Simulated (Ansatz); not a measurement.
CN2, SMILES `[N]C#N` (lower triplet) (charge 0, multiplicity 3). The linear singlet lies higher and needs more than one determinant, so no gap is given.

Cartesian coordinates (Å):
```xyz
3

N      1.2135     0.1610     0.0000
C      0.0000     0.0000     0.0000
N     -1.2135    -0.1610     0.0000
```
Charge 0, spin multiplicity 3.

Frozen-core energies in cc-pVDZ from Ansatz (a first-principles code) at a geometry from B3LYP-D3(BJ)/def2-TZVP; the HF reference has <S^2> = 2.39 and the T1 diagnostic is 0.044.

| level | energy (Ha) |
|---|---|
| HF | -146.72837 |
| MP2 | -147.05965 |
| CCSD | -147.10817 |
| CCSD(T) | -147.12362 |

Task: Estimate the energies of CCSDT and CCSDT(Q), and give each level's difference from CCSDT(Q).

Result: 
```json
[
 {"level": "MP2", "energy (Ha)": "-147.05965", "difference from CCSDT(Q) (mHa)": "67.43"},
 {"level": "CCSD", "energy (Ha)": "-147.10817", "difference from CCSDT(Q) (mHa)": "18.91"},
 {"level": "CCSD(T)", "energy (Ha)": "-147.12362", "difference from CCSDT(Q) (mHa)": "3.46"},
 {"level": "CCSDT", "energy (Ha)": "-147.12536", "difference from CCSDT(Q) (mHa)": "1.72"},
 {"level": "CCSDT(Q)", "energy (Ha)": "-147.12708", "difference from CCSDT(Q) (mHa)": "0.00"}
]
```
